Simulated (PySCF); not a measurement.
**Cost of excited-state runs on `[C](F)(F)OC(F)(F)F`, C2F5O, doublet**

Molfile (atoms numbered from 1):
```
C2F5O
     RDKit          3D

  8  7  0  0  0  0  0  0  0  0999 V2000
   -2.3096   -0.9362   -0.2793 F   0  0  0  0  0  0  0  0  0  0  0  0
   -1.3139   -0.0725   -0.3213 C   0  0  0  0  0  3  0  0  0  0  0  0
   -1.5081    0.9314    0.5266 F   0  0  0  0  0  0  0  0  0  0  0  0
   -0.1008   -0.7105   -0.2364 O   0  0  0  0  0  0  0  0  0  0  0  0
    1.0068    0.0141    0.0084 C   0  0  0  0  0  0  0  0  0  0  0  0
    1.1018    1.0894   -0.7734 F   0  0  0  0  0  0  0  0  0  0  0  0
    2.0587   -0.7497   -0.2146 F   0  0  0  0  0  0  0  0  0  0  0  0
    1.0742    0.4435    1.2655 F   0  0  0  0  0  0  0  0  0  0  0  0
  1  2  1  0
  2  3  1  0
  2  4  1  0
  4  5  1  0
  5  6  1  0
  5  7  1  0
  5  8  1  0
M  RAD  1   2   2
M  END
```

PySCF with density fitting, on 1 thread of an Arm Neoverse V2, shared host. Command: `OMP_NUM_THREADS=1 python excited_run.py task.json out`

(1) How long does this run take, and how much memory?
- open-shell absorption, PBE0/def2-SVPD; 10 states; Tamm-Dancoff

Answers

(1) 
```csv
run,level,basis functions,wall time,peak memory (GiB)
open-shell absorption,PBE0/def2-SVPD,178,36 s,0.59
```
Times from a shared host are rough.
